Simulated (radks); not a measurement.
Spherical jellium clusters: N electrons in a uniform positive sphere of charge N and radius rs N^(1/3), rs = 5.61 bohr. Calculated with a radial shooting solver with Libxc functionals: non-relativistic Kohn-Sham, PBE, spin-polarised, spherical densities. Levels are named by radial order and angular momentum (1s, 1p, 1d, 2s, ...), and open shells are averaged over m.

N = 5, configuration 1s2 1p(up 3, down 0). This is the lowest configuration that the search found. Occupied levels:

level    occupation  eigenvalue (eV)  <r> (bohr)
1s up             1          -3.1557       6.837
1s down           1          -2.6997       5.911
1p up             3          -2.4050       7.869

Energy (eV): total -8.39272, kinetic 5.3428, external -84.316, Hartree 41.982, exchange-correlation -13.950, background 42.549.

Electron density:

r (bohr)  n(r) (e/bohr^3)
0.693            0.001520
1.47             0.001554
2.24             0.001607
3.01             0.001671
3.78             0.001729
4.55             0.001755
5.32             0.001716
6.10             0.001594
6.87             0.001386
7.64             0.001115
8.41            0.0008199
9.18            0.0005437
9.96            0.0003259
10.7            0.0001824
11.5           0.00009882
12.3           0.00005249
13.0           0.00002749
13.8           0.00001423
14.6            7.214e-06
15.4            3.646e-06
